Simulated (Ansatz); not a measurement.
C2H8BIn, SMILES `C[B](C)[InH2]`. Total charge 0; spin multiplicity 1. In: def2 effective core potential.

| atom | x (Å) | y (Å) | z (Å) |
| --- | --- | --- | --- |
| C1 | 1.324 | -0.307 | -0.867 |
| B2 | 0.052 | 0.066 | -0.039 |
| C3 | -0.336 | 1.573 | 0.111 |
| In4 | -1.210 | -1.550 | 0.925 |
| H5 | 1.839 | -1.227 | -0.585 |
| H6 | 0.945 | -0.476 | -1.889 |
| H7 | 2.052 | 0.508 | -0.946 |
| H8 | -1.396 | 1.796 | 0.247 |
| H9 | 0.160 | 1.889 | 1.045 |
| H10 | 0.073 | 2.213 | -0.679 |
| H11 | -1.024 | -2.073 | 2.574 |
| H12 | -2.478 | -2.413 | 0.103 |

**Question.** What are the harmonic wavenumbers in cm⁻¹ at PBE0-D4/def2-TZVP (Ansatz, finite differences of forces, unscaled)? (An estimate is asked.)

**Answer.** The calculation gave: 104, 124, 140, 143, 208, 232, 362, 407, 480, 624, 640, 806, 838, 851, 1071, 1125, 1304, 1313, 1421, 1421, 1465, 1466, 1751, 1762, 2995, 2997, 3067, 3070, 3122, 3124.

**Question.** Is this a minimum?

**Answer.** Yes, all 30 modes are real.

**Question.** Give the ideal-gas thermochemistry at 298.15 K and 1 bar (rigid rotor, harmonic oscillator; point group C2, symmetry number 2).

**Answer.** Zero-point energy 229.9 kJ/mol; H(298) − E = 253.7 kJ/mol; entropy 364.4 J/(mol·K), of which translation 172.0, rotation 107.7, vibration 84.7; G(298) − E = 145.0 kJ/mol.

**Question.** And at 400, 500, 600, 800 and 1000 K?

**Answer.** 
```json
{"T (K)": "400", "H − E (kJ/mol)": "266.9", "S (J/mol/K)": "402.5", "G − E (kJ/mol)": "105.9"}
{"T (K)": "500", "H − E (kJ/mol)": "282.0", "S (J/mol/K)": "436.0", "G − E (kJ/mol)": "64.0"}
{"T (K)": "600", "H − E (kJ/mol)": "298.6", "S (J/mol/K)": "466.3", "G − E (kJ/mol)": "18.8"}
{"T (K)": "800", "H − E (kJ/mol)": "336.0", "S (J/mol/K)": "520.0", "G − E (kJ/mol)": "-79.9"}
{"T (K)": "1000", "H − E (kJ/mol)": "377.6", "S (J/mol/K)": "566.3", "G − E (kJ/mol)": "-188.7"}
```
